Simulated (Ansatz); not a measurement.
Total energies of Pd3H3⁺ from Ansatz at PBE-D4/def2-TZVP, gas phase (1 Eh = 27.2114 eV = 2625.5 kJ/mol). The reference geometry is relaxed at PBE-D4/def2-TZVP.

```xyz
6

Pd    0.518   -1.303    0.820
Pd   -1.523   -0.116   -0.551
Pd    1.064    0.577   -1.083
H     1.260    0.144    0.504
H    -0.433    1.128   -0.634
H    -0.886   -0.431    0.945
```

```tsv
state	geometry	energy (Eh)
charge 1 singlet	reference	-385.37686
charge 0 doublet	reference	-385.60959
charge 1 triplet	relaxed at PBE-D4/def2-TZVP	-385.33155
charge 1 quintet	relaxed at PBE-D4/def2-TZVP	-385.27206
```

In the def2 sets Pd takes a core potential; there is no spin–orbit coupling.

(1) Work out the vertical electron affinity, to the doublet.

(2) Which of the charge 1 states is lowest, and how far above it are the others?

(1) E(charge 1 singlet) − E(charge 0 doublet) = -385.37686 − (-385.60959) = 0.23273 Eh = 6.33 eV.

(2) The singlet. triplet: -385.33155 − (-385.37686) = 0.04531 Eh = 119.0 kJ/mol; quintet: -385.27206 − (-385.37686) = 0.10480 Eh = 275.2 kJ/mol. The triplet differs in its bonds from the reference.

At PBE-D4/def2-TZVP the gap within one spin of the charge 0 doublet nearly closes, so an electron or hole may be smeared out by delocalisation error. At PBE-D4/def2-TZVP the gap within one spin of the charge 1 quintet nearly closes, so an electron or hole may be smeared out by delocalisation error. 

The structure comes from a short search, and lower isomers may exist.
